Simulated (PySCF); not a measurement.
Electron correlation in Sb(2+) (antimony, charge +2)

[Kr] 4d10 5s2 5p1, 2P determinant. Computed with PySCF 2.14 in ANO-RCC-VTZP, with the spin-free X2C one-electron Hamiltonian (Gaussian nucleus). Frozen: [Ar] 3d10; 21 electrons correlated.

```tsv
level	correlation energy (mhartree)
CCSD	-602.87
(T)	-12.56
CCSD(T)	-615.43
```

Diagnostics: T1 = 0.0072, D1 = 0.0347, largest double amplitude 0.074.

Problem. Is a single reference adequate?

Solution. Mostly. T1 lies below 0.03, but a double amplitude of this size points to a near-degeneracy that CCSD handles and MP2 describes poorly.
